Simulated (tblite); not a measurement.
Compound: C4H5BBrN.
SMILES with atom numbers: `[CH2:1]=[C:2]([CH3:3])[B:4]([Br:5])[C:6]#[N:7]` (hydrogens: H8, H9 on C1; H10, H11, H12 on C3)

Computed with GFN2-xTB (tblite), gas phase: L-BFGS steps from a force-field or distance-geometry start until the largest atomic force falls under 0.01 eV/Å.

Step 104: E = -525.2472 eV
```
atom  x, y, z in Å  |  force x, y, z in eV/Å
C1     -0.1138    1.1487   -0.9020   -0.069   0.044  -0.006
C2     -0.2241    0.0999   -0.0745    0.004  -0.061  -0.009
C3     -1.5928   -0.3551    0.3600    0.015  -0.170   0.035
B4      1.0544   -0.5974    0.4608   -0.085   0.055   0.046
Br5     1.0024   -1.8516    1.8506   -0.026  -0.072   0.044
C6      2.4155   -0.2382   -0.1095   -0.013   0.010  -0.069
N7      3.4389    0.0235   -0.5591    0.086   0.021  -0.006
H8     -0.9925    1.6888   -1.2250    0.100  -0.004  -0.098
H9      0.8414    1.5015   -1.2576   -0.062   0.030   0.036
H10    -2.3284   -0.1788   -0.4224    0.021   0.083   0.046
H11    -1.9048    0.1783    1.2589    0.027   0.006  -0.025
H12    -1.5949   -1.4202    0.5938    0.002   0.057   0.005
```

Step 105: E = -525.2490 eV
```
atom  x, y, z in Å  |  force x, y, z in eV/Å
C1     -0.1145    1.1350   -0.9194   -0.021   0.036  -0.027
C2     -0.2232    0.0958   -0.0802   -0.054  -0.089   0.053
C3     -1.5937   -0.3428    0.3738    0.085  -0.156  -0.003
B4      1.0528   -0.6095    0.4505    0.001   0.011   0.067
Br5     0.9921   -1.9103    1.8061   -0.012   0.022  -0.051
C6      2.4212   -0.2209   -0.0928    0.172   0.065  -0.128
N7      3.4498    0.0739   -0.5155   -0.207  -0.069   0.110
H8     -0.9924    1.6740   -1.2425    0.063   0.017  -0.105
H9      0.8383    1.4777   -1.2926   -0.069   0.020   0.055
H10    -2.3357   -0.1650   -0.4015    0.011   0.091   0.036
H11    -1.8899    0.1965    1.2731    0.024   0.040  -0.008
H12    -1.6035   -1.4050    0.6150    0.007   0.013   0.001
```

**Question.** Estimate the geometry and energy of step 106. (The exact step hangs on the optimiser's Hessian estimate; all steps are aligned on step 105, rigid shifts and turns removed.)

**Answer.** E = -525.2516 eV, largest force 0.129 eV/Å
```
atom  x, y, z in Å  |  force x, y, z in eV/Å
C1     -0.1154    1.1349   -0.9219   -0.032  -0.105   0.068
C2     -0.2244    0.0944   -0.0804   -0.045   0.043  -0.024
C3     -1.5929   -0.3445    0.3758    0.085  -0.070  -0.044
B4      1.0515   -0.6072    0.4520   -0.005  -0.026   0.054
Br5     0.9914   -1.9159    1.8003   -0.012   0.028  -0.046
C6      2.4191   -0.2202   -0.0926    0.011   0.033  -0.038
N7      3.4476    0.0774   -0.5089   -0.017  -0.020   0.023
H8     -0.9865    1.6748   -1.2541   -0.024   0.024  -0.094
H9      0.8352    1.4767   -1.2933    0.032   0.035   0.033
H10    -2.3371   -0.1602   -0.3951   -0.001   0.068   0.017
H11    -1.8852    0.1929    1.2753    0.011   0.076   0.050
H12    -1.6020   -1.4035    0.6169   -0.004  -0.088   0.001
```

The energy changes by -0.0026 eV. The first-order estimate −F·Δx gives -0.0039 eV and the mean of the old and new forces, exact on a quadratic surface, -0.0026 eV. The step makes an angle of 66° with the force vector and moves no atom by more than 0.013 Å.

The cost below is that of the whole relaxation. Time: 0.73 s. Hardware: one thread of an Arm Neoverse V2, shared host.
